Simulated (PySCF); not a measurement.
## An isoelectronic set: 88 electrons

CCSD(T) in PySCF with def2-SVP on every atom (core potentials on Rb, Sr, Sb, Te, Cs), for the lowest determinant that a PBE0 search found; no spin–orbit coupling. All have 88 electrons, 6 of them in the valence shells, and the same state, a triplet (π ↑↑). For ions De leads to the atom and ion picked by measured ionisation energies and electron affinities.

```tsv
species	difference of nuclear charges	Re (Å)	ωe (cm⁻¹)	k (mdyn/Å)	De (eV)	dissociates to
RbSb	14	3.538	104	0.317	0.63	Rb + Sb
SrSb⁺	13	3.255	127	0.483	0.79	Sr⁺ + Sb
RbTe⁺	15	3.885	60.1	0.109	0.36	Rb⁺ + Te
CsSe⁺	21	3.910	58.8	0.102	0.31	Cs⁺ + Se
```

Problem. Which member of the whole set has the stiffest bond, and how does it compare with the softest?

Solution. SrSb⁺ with k = 0.483 mdyn/Å, 4.8 times that of CsSe⁺.

Correlated steps freeze the inner cores (4 to 9 orbitals); shallow outer-core shells are correlated. UHF and ROHF references stand side by side, which adds small steps between rows. Weak bonds: CsSe⁺, RbTe⁺. Basis-set superposition, not corrected here, can be much of De in a small basis, most of all at correlated wavefunction levels. These are scalar-relativistic numbers at best; spin–orbit coupling would shift them, the dissociation energy most. For an ion De counts to the pair picked by the measured ionisation energies or electron affinities, which need not be the lowest pair at this level. States were picked by a PBE0 search and need not be the measured ground states.
